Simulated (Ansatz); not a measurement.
System: AsH₅, charge 0, multiplicity 1. 
Coordinates optimised at B3LYP-D3(BJ)/def2-TZVP (Ansatz, a program for electronic structure):
```xyz
6

As     0.0000     0.0000     0.0000
H      0.0069    -0.0006     1.6054
H     -0.0069     0.0006    -1.6054
H      1.5317     0.0008    -0.0066
H     -0.7666     1.3261     0.0038
H     -0.7651    -1.3269     0.0028
```

Basis-set convergence of Hartree-Fock and CCSD(T) correlation energies (hartree) with Ansatz. Cores are frozen in the correlated levels unless marked. No spin-orbit coupling. The frozen core is the preceding noble-gas configuration, with the filled d and f shells of earlier blocks. No relativistic terms.

| basis | functions | E(HF) | E(corr, CCSD(T)) |
|---|---|---|---|
| def2-SVPD | 78 | -2236.69139 | -0.20387 |
| def2-TZVPPD | 139 | -2236.97271 | -0.23658 |
| def2-QZVPPD | 260 | -2237.01817 | -0.24681 |

Extrapolating the two largest sets (X = 3 and 4) as X^-3: E(corr) = (64·(-0.24681) - 27·(-0.23658))/37 = -0.2543 Eh, an estimate of the basis-set limit. The largest set recovers 97.1 % of it, the smallest 80.2 %.
